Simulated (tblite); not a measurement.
C₆H₁₀BrNSi.
Cartesian coordinates in Å at the GFN2-xTB level; atoms count from 1:
```xyz
19
C6H10BrNSi angstrom
C      3.598   -1.254   -0.598
C      2.301   -0.725   -0.233
C      1.228   -0.297    0.086
C     -0.074    0.224    0.445
N     -0.953    0.180   -0.688
C     -2.147   -0.212   -0.632
C     -2.929   -0.747    0.528
Si     0.115    2.098    0.801
Br    -1.818    2.786    1.650
H      3.477   -2.109   -1.262
H      4.184   -0.490   -1.108
H      4.135   -1.574    0.295
H     -0.441   -0.316    1.334
H     -2.692   -0.132   -1.569
H     -2.298   -1.306    1.219
H     -3.380    0.084    1.074
H     -3.724   -1.395    0.171
H      0.308    2.849   -0.424
H      1.101    2.346    1.844
```

Calculated harmonic vibrations of the isolated species, GFN2-xTB (tblite), most abundant isotopes, no scaling. Errors from tens to a few hundred cm⁻¹ against measured bands are possible. Modes of hydrogen on silicon can be 10 to 20 % off. One conformer, not necessarily the lowest. The optimisation stopped once no atom felt more than 0.01 eV/Å.

Lowest wavenumbers of the output (negative numbers stand for imaginary wavenumbers):
```
mode    cm-1
  1     -28.9
  2      34.3
  3      46.0
  4      59.8
  5      85.9
  6     107.2
  7     118.6
  8     160.6
  9     229.7
 10     255.2
```

Task: Is this structure a minimum?

Result: Not by this Hessian. 1 mode is imaginary beyond 20i (29i cm⁻¹), so at this level the point lies at or near a first-order saddle. The curvature is small, so loose convergence or finite differences may be the whole cause.

Task: Which atoms move in the imaginary mode?

Result: 29i: H12 (methyl hydrogen) 33 %, H10 (methyl hydrogen) 33 %, H11 (methyl hydrogen) 33 %. These are shares of the mass-weighted motion.

Task: What is the remedy?

Result: Step along that mode in both directions, optimise again with tighter thresholds and repeat the frequencies. The zero-point energy of this point (87.1 kcal/mol) counts the 50 real modes alone, and thermal corrections from it aren't those of a minimum.
